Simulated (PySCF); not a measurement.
Estimate the missing entries of this data sheet.

Compound: triethylborane, C6H15B.
SMILES with atom numbers: `[CH3:1][CH2:2][B:3]([CH2:4][CH3:5])[CH2:6][CH3:7]` (hydrogens: H8, H9, H10 on C1; H11, H12 on C2; H13, H14 on C4; H15, H16, H17 on C5; H18, H19 on C6; H20, H21, H22 on C7)

Conformer (atom-mapped SMILES and torsion angles): `[CH3:1][CH2:2][B:3]([CH2:4][CH3:5])[CH2:6][CH3:7]`: C1–C2–B3–C4 100°, C2–B3–C4–C5 -170°, C2–B3–C6–C7 -93°.

```csv
property,level,value
point group,PBE0-D3(BJ)/def2-SVP,C1
"rotational constants A, B, C",PBE0-D3(BJ)/def2-SVP,?
dipole moment,B3LYP/def2-SVPD,?
HOMO energy,B3LYP/def2-SVPD,-7.70 eV
LUMO energy,B3LYP/def2-SVPD,-0.57 eV
lowest singlet excitation,TDDFT B3LYP/def2-SVPD,"5.78 eV (215 nm, f = 0.004)"
strongest line among the 10 lowest singlet transitions,TDDFT B3LYP/def2-SVPD,"S8 at 7.84 eV (158 nm, f = 0.047)"
lowest triplet excitation (Tamm–Dancoff),TDA B3LYP/def2-SVPD,5.34 eV
static isotropic polarisability,B3LYP/def2-SVPD,?
vertical ionisation energy,ΔSCF B3LYP/def2-SVPD,?
electronic spatial extent ⟨r²⟩ about the centre of nuclear charge,B3LYP/def2-SVPD,1100 bohr²
13C chemical shifts (computed TMS as zero) by class,GIAO B97-2/pcSseg-1,"20.3 (C2/C4/C6), 9.8 (C1/C5/C7) ppm"
1H chemical shifts (computed TMS as zero) by class,GIAO B97-2/pcSseg-1,"1.15 (H11/H12/H13/H14/H18/H19), 0.92 (H8/H9/H10/H15/H16/H17/H20/H21/H22) ppm"
"isotropic shieldings of nuclei other than C and H, by class",GIAO B97-2/pcSseg-1,18 (B3) ppm
```

Gas-phase values; electronic properties from PySCF, density fitting. One conformer (not necessarily the lowest) at the PBE0-D3(BJ)/def2-SVP geometry, without solvent or vibrations. NMR classes are plain means over equivalent atoms (diastereotopic ones count apart unless rotation or inversion swaps them), as if these changed places fast; in this geometry the members of some classes differ.

Task: Give the static isotropic polarisability.

Result: 89.3 au.

Task: What is the vertical ionisation energy?

Result: 9.71 eV.

Task: Give the dipole moment.

Result: 0.10 D.

Task: Give the rotational constants A, B, C.

Result: 2.615, 1.796, 1.241 GHz.

The largest Löwdin shares of the HOMO are 0.25 on C6, 0.22 on B3, 0.13 on C4 and 0.07 on C2. The polarisability is 13.23 Å³ as a volume (1 au = 0.148185 Å³), or 1.59 au for each of the 56 electrons. The largest Löwdin shares of the LUMO are 0.38 on B3, 0.11 on C4, 0.09 on C6 and 0.08 on C2. No computed singlet falls in the visible range (750 to 380 nm, 1.65 to 3.26 eV); S1 lies 2.52 eV above its blue end. The ΔSCF ionisation energy exceeds −ε(HOMO) by 2.01 eV with B3LYP.
